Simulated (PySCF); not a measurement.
A PySCF script (with the pyscf-properties extension) for the NMR shieldings of `InChI=1S/C6H13BO2Si/c1-3-10-6-4-8-7(2)9-5-6/h4-5,7H,3,10H2,1-2H3`, on a GFN2-xTB geometry:

```python
import basis_set_exchange as bse
import numpy as np
from pyscf import gto, dft
from pyscf.prop import nmr

atoms = """
C    -2.601388    0.347931    1.169870
C    -2.536992   -1.006259    0.467786
Si   -1.651768   -0.924695   -1.219201
C     0.103070   -0.319889   -0.941051
C     1.162490   -1.190389   -0.683612
O     2.353591   -0.862255   -0.437450
B     2.736245    0.621822   -0.223859
C     2.810369    0.896414    1.372900
O     1.607483    1.505001   -0.807612
C     0.464075    1.024614   -1.030239
H    -3.090445    0.259516    2.138459
H    -3.160463    1.064252    0.571783
H    -1.601724    0.746638    1.331232
H    -2.021554   -1.717148    1.117533
H    -3.550674   -1.387778    0.338320
H    -1.599093   -2.260841   -1.822816
H    -2.334602    0.020702   -2.110401
H     0.979581   -2.266628   -0.735779
H     3.720373    0.834642   -0.849251
H     1.866009    0.669452    1.868350
H     3.046931    1.936575    1.580527
H     3.578600    0.287942    1.842351
H    -0.284867    1.747365   -1.363533
"""
names = dict.fromkeys(["C", "Si", "O", "B", "H"], "pcSseg-1")
basis = {el: gto.basis.parse(bse.get_basis(n, elements=[el], fmt="nwchem")) for el, n in names.items()}
mol = gto.M(atom=atoms, basis=basis, charge=0, verbose=0)
mf = dft.RKS(mol, xc="PBE0")
mf.grids.level = 2
mf.grids.alignment = dft.numint.BLKSIZE   # the property module wants whole blocks of grid points
mf.conv_tol = 1e-9
mf.kernel()

calc = nmr.RKS(mf)   # GIAO
C = mf.mo_coeff
Co = C[:, mf.mo_occ > 0]
resp = mf.gen_response(singlet=True, hermi=2)
def vind(x):   # induced exchange potential for any number of trial vectors
    d = np.einsum("pi,xij,qj->xpq", C, 2 * x.reshape(-1, C.shape[1], Co.shape[1]), Co, optimize=True)
    return np.einsum("xpq,pi,qj->xij", resp(d - d.transpose(0, 2, 1)), C, Co, optimize=True).ravel()
mo1, _ = nmr.rhf.solve_mo1(calc, with_cphf=vind)
sigma = calc.kernel(mo1)
for i, s in enumerate(sigma):   # ppm
    w = np.linalg.eigvalsh((s + s.T) / 2)
    print("%2d %-2s iso %8.1f  s11 %8.1f  s22 %8.1f  s33 %8.1f" % (i, mol.atom_pure_symbol(i), w.mean(), *w))
```

Question: Give the expected output.

Answer: 
```
 0 C  iso    177.0  s11    168.9  s22    175.0  s33    187.1
 1 C  iso    177.4  s11    173.4  s22    177.3  s33    181.6
 2 Si iso    389.6  s11    360.3  s22    392.7  s33    415.9
 3 C  iso     83.6  s11    -18.2  s22    103.2  s33    165.7
 4 C  iso     -4.4  s11   -109.8  s22    -12.4  s33    109.2
 5 O  iso     27.7  s11   -208.3  s22    -57.0  s33    348.3
 6 B  iso     94.6  s11     78.7  s22     93.7  s33    111.4
 7 C  iso    180.4  s11    164.7  s22    185.6  s33    190.8
 8 O  iso     29.9  s11   -205.3  s22    -52.6  s33    347.6
 9 C  iso     -4.6  s11   -109.8  s22    -12.8  s33    108.8
10 H  iso     30.2  s11     25.2  s22     27.5  s33     38.0
11 H  iso     30.9  s11     26.8  s22     28.7  s33     37.2
12 H  iso     30.6  s11     25.4  s22     30.1  s33     36.3
13 H  iso     31.0  s11     27.2  s22     28.9  s33     37.0
14 H  iso     30.9  s11     25.9  s22     28.9  s33     38.1
15 H  iso     27.2  s11     23.7  s22     25.5  s33     32.5
16 H  iso     27.5  s11     24.2  s22     25.9  s33     32.4
17 H  iso     23.9  s11     20.9  s22     23.1  s33     27.6
18 H  iso     27.5  s11     26.3  s22     27.0  s33     29.3
19 H  iso     31.3  s11     27.6  s22     30.2  s33     35.9
20 H  iso     31.7  s11     28.3  s22     28.8  s33     38.1
21 H  iso     31.7  s11     28.3  s22     28.6  s33     38.3
22 H  iso     23.9  s11     21.3  s22     23.0  s33     27.5
```

These numbers come from an equivalent density-fitted implementation of the same equations, which agrees with the script to about 0.01 ppm for H and up to a few tenths of a ppm for heavy atoms, so last digits may differ.

Size and cost of the density-fitted run: 242 basis functions, 2.1 min wall time on 1 thread of an Arm Neoverse N1, shared host; peak memory 1.1 GiB.
